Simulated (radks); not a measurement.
Coulomb parameter of the 3d shell of neutral vanadium in the model configuration [Ar] 3d4 4s1, as a second difference U = [E(n + 0.25) + E(n - 0.25) - 2 E(n)] / (0.25)^2 with all orbitals relaxed. "Bare": the charge of the atom changes with n. "Screened": the 4s shell takes up the change at fixed total charge, which measures U(3d,3d) + U(4s,4s) - 2 U(3d,4s). All-electron calculation, scalar-relativistic Kohn-Sham, PBE, spin-unpolarised, spherical densities, point nucleus. Program: a radial shooting solver on a logarithmic mesh with Libxc functionals.

\begin{tabular}{lrr}
case & configuration & E - E(n) (eV) \\ \hline
start & [Ar] 3d4 4s1 & 0.000 \\
bare +0.25 & [Ar] 3d4.25 4s1 & -0.381 \\
bare -0.25 & [Ar] 3d3.75 4s1 & 0.864 \\
screened +0.25 & [Ar] 3d4.25 4s0.75 & 0.401 \\
screened -0.25 & [Ar] 3d3.75 4s1.25 & -0.316 \\
\end{tabular}

U(bare) = 7.715 eV, U(screened by 4s) = 1.350 eV, against the Slater integral F0(3d,3d) = 15.630 eV with frozen orbitals. The step up makes a negative ion, whose loosely bound charge lowers the bare value.
